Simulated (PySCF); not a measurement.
Delta-SCF ions had no search for a lower state. Excitations are Tamm–Dancoff values on a coarser integration grid. The basis has no diffuse functions, so Rydberg states are missing or too high.

Cartesian coordinates (Å):
SMILES: NBN=B
```xyz
8

B      2.0560    -0.0217     0.7980
N      0.9074    -0.1948     0.3513
B     -0.3822    -0.4601    -0.1912
N     -1.4379     0.4320     0.0000
H      3.1360     0.1459     1.2208
H     -0.5816    -1.4595    -0.8238
H     -2.3566     0.2703    -0.3711
H     -1.3410     1.2879     0.5194
```
Charge 0, multiplicity 1.

**Question.** What S1 excitation (TDA), total energy, HOMO, vertical ionisation energy (Delta-SCF) and S1 oscillator strength does PBE0-D4/def2-TZVP (PySCF) give?

**Answer.** 
S1 excitation (TDA): 5.77 eV
total energy: -4396.11 eV
HOMO: -7.78 eV
vertical ionisation energy (Delta-SCF): 9.93 eV
S1 oscillator strength: 0.001
